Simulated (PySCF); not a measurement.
**Do core-level shifts follow atomic charges?**

Species: C6H9BO2.
SMILES with atom numbers: `[CH2:1]=[CH:2][CH2:3][C:4]1=[O+:5][BH2-:6][O:7][CH:8]=[CH:9]1`

Binding energies: delta-SCF UKS SCAN, pcX-2 on the ionised atom, pcseg-1 elsewhere, spin-free X2C (PySCF 2.14.0). Charges: PBE0/pcSseg-1 ground-state density, for the ionised atom.

```tsv
atom	environment	C 1s (eV)	Mulliken (e)	IAO (e)	Hirshfeld (e)	ESP (e)
C9	alkene CH carbon	290.62	-0.270	-0.350	-0.119	-0.818
C1	terminal =CH2 carbon	290.72	-0.146	-0.303	-0.090	-0.513
C2	alkene CH carbon	291.14	-0.278	-0.138	-0.032	+0.042
C3	allylic carbon	291.54	-0.119	-0.287	-0.064	-0.400
C4	carbon bonded to 2 C and O	293.33	+0.235	+0.358	+0.167	+0.814
```

Q: How well does each charge scheme correlate with the binding energies over these sites?

A: Hirshfeld: r = 0.97, slope 9.4 eV per e; IAO: r = 0.95, slope 3.6 eV per e; Mulliken: r = 0.94, slope 4.9 eV per e; ESP: r = 0.91, slope 1.6 eV per e. On 5 points no scheme stands out.

Q: The point-charge model writes a binding energy as kq + V + constant, with V the potential of the other atoms' charges at the site. What does it give with the Mulliken charges?

A: V = Σ 14.40 eV Å × q/r over all other atoms: +4.15 eV at C9, +1.90 eV at C1, +2.53 eV at C2, +2.35 eV at C3, -5.02 eV at C4. Fitting binding energy − V to q gives k = 21.5 eV per e and leaves an rms residual of 1.05 eV, against 0.35 eV for the fit on q alone. The model has no term for differences in relaxation between sites.

Spin contamination (⟨S²⟩ against 0.75 for a pure doublet) is marked for C 1s of C4 (1.00), which makes this value less certain. Isolated species at its PBE0-D3(BJ)/def2-SVP geometry (one conformer only).

Conformer computed: `[CH2:1]=[CH:2][CH2:3][C:4]1=[O+:5][BH2-:6][O:7][CH:8]=[CH:9]1`: C1–C2–C3–C4 117°, C2–C3–C4–O5 154°.
